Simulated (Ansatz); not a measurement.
The same hydrogen abstraction along the group C, Si, Ge.

Program: Ansatz. Geometries: PBE0-D4/def2-TZVP. ΔE: electronic, gas phase. CCSD(T)/CBS adds triple-zeta CCSD(T) − MP2 to the extrapolated MP2 energy (def2 sets, frozen cores). This one scheme is used for every species, atoms too. Functionals use def2-TZVPP. Open shells (•) are unrestricted, without spin–orbit coupling. Spin–orbit coupling would lower the free atoms: a little for Cl. For Ge outer-core shells are correlated without core-valence functions, so the limit isn't a true one: a few kJ/mol of doubt a bond, and 10 to 20 or more in all where bonds break to atoms. Scalar relativity is left out up to krypton.

```
                                 reaction  CCSD(T)/CBS(def2) (kJ/mol)
             `BNC` + Cl• → `B[N]C`• + HCl                          38
   `BN[SiH3]` + Cl• → `B[N][SiH3]`• + HCl                           ?
`B[NH][GeH3]` + Cl• → `B[N][GeH3]`• + HCl                          29
```

Q: Fill in the missing values. (Best estimate.)

A: Computed: `BN[SiH3]` + Cl• → `B[N][SiH3]`• + HCl: +22.9 kJ/mol.

Largest T1 diagnostic: 0.026, for `B[N][SiH3]`•, so its coupled-cluster energy is less sure.
